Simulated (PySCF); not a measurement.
CS (SMILES [C-]#[S+]), singlet, geometry from GFN2-xTB; PySCF with DF-SVWN5/def2-SV(P).

Input for PySCF:
```python
from pyscf import gto, scf, dft

mol = gto.M(
    atom='''
C    -0.000000   -0.000000   -1.106358
S     0.000000    0.000000    0.414884
''',
    basis='def2-sv(p)',
    charge=0,
    spin=0,
    verbose=3,
)

mf = dft.RKS(mol)
mf.xc = 'lda,vwn'
mf = mf.density_fit(auxbasis='def2-universal-jkfit')
mf.kernel()
mf.analyze()
```

What the program printed (banner, timings and long lists left out):

```
converged SCF energy = -434.329828658885
**** MO energy ****
MO #1   energy= -87.7383993687889  occ= 2
MO #2   energy= -9.87254654308961  occ= 2
MO #3   energy= -7.6959206358467   occ= 2
MO #4   energy= -5.75290356775459  occ= 2
MO #5   energy= -5.75290356775456  occ= 2
MO #6   energy= -5.75235564126459  occ= 2
MO #7   energy= -0.77190748729725  occ= 2
MO #8   energy= -0.471298583094281 occ= 2
MO #9   energy= -0.333572510946811 occ= 2
MO #10  energy= -0.333572510946808 occ= 2
MO #11  energy= -0.263914314436692 occ= 2
MO #12  energy= -0.119772004415099 occ= 0
MO #13  energy= -0.119772004415095 occ= 0
MO #14  energy= 0.112208877404739  occ= 0
MO #15  energy= 0.260050201540822  occ= 0
MO #16  energy= 0.407379052783617  occ= 0
MO #17  energy= 0.419149354269596  occ= 0
MO #18  energy= 0.439831456708622  occ= 0
MO #19  energy= 0.439831456708624  occ= 0
 ** Mulliken atomic charges  **
charge of    0C =     -0.27033
charge of    1S =      0.27033
Dipole moment(X, Y, Z, Debye):  0.00000,  0.00000,  2.01796
```
